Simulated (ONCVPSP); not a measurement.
# Ranking ONCV potentials for Os

All share these settings but for the change named:

* Element: osmium (Os)
* Generator: ONCVPSP 4.0.1
* Type: optimised norm-conserving Vanderbilt (ONCV)
* Functional: PBEsol
* Relativity: scalar-relativistic
* Frozen core: [Kr] 4d10 4f14
* Valence charge: 16
* Reference configuration: 5s2 5p6 5d6 6s1.5 6p0.5
* Partial waves: 5s+6s: rc 1.55 bohr, ncon 4, nbas 8, qcut 8.9 1/bohr, 2 projectors; 5p+6p: rc 1.65 bohr, ncon 5, nbas 9, qcut 8.7 1/bohr, 2 projectors; 5d: rc 2.40 bohr, ncon 4, nbas 9, qcut 7 1/bohr, 2 projectors, debl 3.5 Ha; f scattering state at 0.1 Ha: rc 2.30 bohr, ncon 3, nbas 8, qcut 4.5 1/bohr, 1 projector
* Local potential: polynomial inside 0.95 bohr (lpopt 2, dvloc0 0 Ha)
* Core correction: polynomial model core, fcfact 0.5

Cutoff: the first of the cutoffs (Ha) at which the residual kinetic energy of the hardest occupied pseudo-wave falls to 1 and 0.1 mHa per electron; the density cutoff is not measured.

The base gives 28 Ha.

Of 10 variants that were run, those that failed, showed a ghost or another fault, or gave nearly equal values are left out.

A variant can come out equal or close to the base.

Rank these variants from softest to hardest (loose cutoff).
A. s: qcut 6.7; p: qcut 6.5; d: qcut 5.3; f: qcut 3.4
B. s: qcut 5.6; p: qcut 5.4; d: qcut 4.4; f: qcut 2.8
C. s: qcut 9.7; p: qcut 9.5; d: qcut 7.6; f: qcut 4.9

A (19 Ha), B (24 Ha), C (31 Ha).
